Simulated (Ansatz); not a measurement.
`[SiH3][SiH2][SiH3]` + `NC=O` → `O=CN[SiH3]` + `[SiH3][SiH3]` at 700 K and 1 bar (cleavage of the Si–Si bond).

Computed with Ansatz on PBE0-D4/def2-TZVP structures; ΔE is electronic, products minus reactants. CBS: MP2 limit from def2 TZ/QZ plus the TZ coupled-cluster correction, frozen cores. This one scheme is used for every species. Each species was taken in one conformer, which may not be the lowest.

| species | CCSD(T)/CBS energy (Eh) | H − E (kJ/mol) | S (J/(mol·K)) |
| --- | --- | --- | --- |
| `[SiH3][SiH2][SiH3]` | -872.02658 | 258.7 | 476.9 |
| `NC=O` | -169.73435 | 160.3 | 314.7 |
| `O=CN[SiH3]` | -460.03422 | 224.8 | 399.9 |
| `[SiH3][SiH3]` | -581.74359 | 186.9 | 363.0 |

H − E and S are ideal-gas, rigid-rotor, harmonic terms from PBE0-D4/def2-TZVP, for one conformer and one mirror image of each species. 1 Eh = 2625.50 kJ/mol, R = 8.31446 J/(mol·K).

Problem. By hand: ΔE, ΔH, ΔS and ΔG.

Solution. ΔE = (-460.03422) + (-581.74359) − (-872.02658) − (-169.73435) = -0.01688 Eh = -44.3 kJ/mol. Δ(H − E) = 224.8 + 186.9 − 258.7 − 160.3 = -7.3, so ΔH = -51.6 kJ/mol. ΔS = 399.9 + 363.0 − 476.9 − 314.7 = -28.7 J/(mol·K). ΔG = -51.6 − 700 × (-28.7)/1000 = -31.5 kJ/mol.

Problem. By hand: the equilibrium constant, and the temperature at which ΔG would vanish if ΔH and ΔS stayed fixed.

Solution. log₁₀ K = −ΔG/(RT ln 10) = 2.4. ΔG = 0 at ΔH/ΔS = 1798 K.

TΔS isn't small against ΔH here. A doubt of 5 kJ/mol in ΔE shifts log₁₀ K by 0.4 here. Other conformers and mirror images would add mixing entropy, several J/(mol·K) or more a flexible species. These are equilibria of isolated gas molecules and say nothing of rates. Largest T1 diagnostic: 0.016 (customary marks: 0.02 for closed shells, 0.045 for open ones).
